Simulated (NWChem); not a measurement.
# AlHBrCl; SMILES [Br][AlH][Cl]

Results from NWChem. STO-3G and 3-21G are far too small for this property and stand as cheap habits. Geometry: optimised at PBE0/def2-SVP. Field at 589 nm.

### Question
What does the run give for B3LYP/STO-3G? Quantities: isotropic polarisability (bohr³); anisotropy (bohr³).

### Answer
```yaml
isotropic polarisability (bohr³): 20.3
anisotropy (bohr³): 25.4
```
